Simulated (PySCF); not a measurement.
# Frontier levels across methods

Species: C₂H₄F₂OSi.
Z-matrix (Å and degrees, PBE0-D3(BJ)/def2-SVP geometry), rows numbered from 1:
```
O 
C   1  1.2042
Si  2  1.9323  1  122.26
C   3  1.9232  2  105.80  1  -138.19
F   4  1.3596  3  108.87  2    58.51
F   4  1.3629  3  108.04  2   -58.47
H   2  1.1252  1  120.41  3   179.96
H   3  1.4875  2  110.46  1   -18.20
H   3  1.4928  2  109.96  1   105.23
H   4  1.1056  3  116.09  2  -179.53
```

Basis pcSseg-2 throughout (PySCF), one geometry. One conformer (not necessarily the lowest) at the PBE0-D3(BJ)/def2-SVP geometry, without solvent, vibrations or thermal averaging.

Question: How do the orbital energies, the gap and the dipole change with the method?

Answer: 
```json
{"method": "BLYP", "kind": "GGA", "HOMO (eV)": "-5.80", "LUMO (eV)": "-2.95", "gap (eV)": "2.85", "μ (D)": "2.53", "SCF cycles": "15"}
{"method": "OPBE", "kind": "GGA", "HOMO (eV)": "-5.82", "LUMO (eV)": "-2.96", "gap (eV)": "2.86", "μ (D)": "2.38", "SCF cycles": "16"}
{"method": "PBE", "kind": "GGA", "HOMO (eV)": "-5.87", "LUMO (eV)": "-3.09", "gap (eV)": "2.78", "μ (D)": "2.46", "SCF cycles": "15"}
{"method": "B97-D", "kind": "GGA", "HOMO (eV)": "-5.89", "LUMO (eV)": "-2.97", "gap (eV)": "2.93", "μ (D)": "2.52", "SCF cycles": "16"}
{"method": "BP86", "kind": "GGA", "HOMO (eV)": "-5.98", "LUMO (eV)": "-3.16", "gap (eV)": "2.82", "μ (D)": "2.49", "SCF cycles": "15"}
{"method": "LDA", "kind": "LDA", "HOMO (eV)": "-6.00", "LUMO (eV)": "-3.35", "gap (eV)": "2.65", "μ (D)": "2.56", "SCF cycles": "15"}
{"method": "KT2", "kind": "GGA", "HOMO (eV)": "-6.03", "LUMO (eV)": "-3.02", "gap (eV)": "3.01", "μ (D)": "2.50", "SCF cycles": "17"}
{"method": "KT3", "kind": "GGA", "HOMO (eV)": "-6.04", "LUMO (eV)": "-2.99", "gap (eV)": "3.05", "μ (D)": "2.48", "SCF cycles": "16"}
{"method": "B97-2", "kind": "global hybrid", "HOMO (eV)": "-7.08", "LUMO (eV)": "-2.00", "gap (eV)": "5.08", "μ (D)": "2.68", "SCF cycles": "14"}
{"method": "B3LYP", "kind": "global hybrid", "HOMO (eV)": "-7.14", "LUMO (eV)": "-2.20", "gap (eV)": "4.94", "μ (D)": "2.73", "SCF cycles": "14"}
{"method": "PBE0", "kind": "global hybrid", "HOMO (eV)": "-7.34", "LUMO (eV)": "-1.94", "gap (eV)": "5.40", "μ (D)": "2.69", "SCF cycles": "14"}
{"method": "mPW1PW91", "kind": "global hybrid", "HOMO (eV)": "-7.38", "LUMO (eV)": "-1.95", "gap (eV)": "5.43", "μ (D)": "2.70", "SCF cycles": "14"}
{"method": "CAM-B3LYP", "kind": "range-separated hybrid", "HOMO (eV)": "-8.77", "LUMO (eV)": "-0.72", "gap (eV)": "8.04", "μ (D)": "2.85", "SCF cycles": "14"}
{"method": "BHandHLYP", "kind": "global hybrid", "HOMO (eV)": "-8.80", "LUMO (eV)": "-0.73", "gap (eV)": "8.07", "μ (D)": "2.98", "SCF cycles": "13"}
{"method": "wB97X-D", "kind": "range-separated hybrid", "HOMO (eV)": "-9.21", "LUMO (eV)": "-0.04", "gap (eV)": "9.17", "μ (D)": "2.77", "SCF cycles": "14"}
{"method": "LC-wPBE", "kind": "range-separated hybrid", "HOMO (eV)": "-10.02", "LUMO (eV)": "0.53", "gap (eV)": "10.55", "μ (D)": "2.84", "SCF cycles": "15"}
{"method": "HF", "kind": "Hartree–Fock", "HOMO (eV)": "-11.04", "LUMO (eV)": "1.98", "gap (eV)": "13.02", "μ (D)": "3.25", "SCF cycles": "14"}
```

The HOMO spans 5.24 eV, from BLYP down to HF, and the gap runs from 2.65 eV (LDA) to 13.02 eV (HF). Over the methods BLYP (0 %), OPBE (0 %), PBE (0 %), B97-D (0 %), BP86 (0 %), LDA (0 %), KT2 (0 %), KT3 (0 %), B97-2 (21 %), B3LYP (20 %), PBE0 (25 %), mPW1PW91 (25 %), BHandHLYP (50 %), HF (100 %), a straight line through the gap against the share of exact exchange rises by 1.02 eV for each 10 % (correlation coefficient 0.999). The dipole ranges from 2.38 D (OPBE) to 3.25 D (HF). This basis has no diffuse functions.
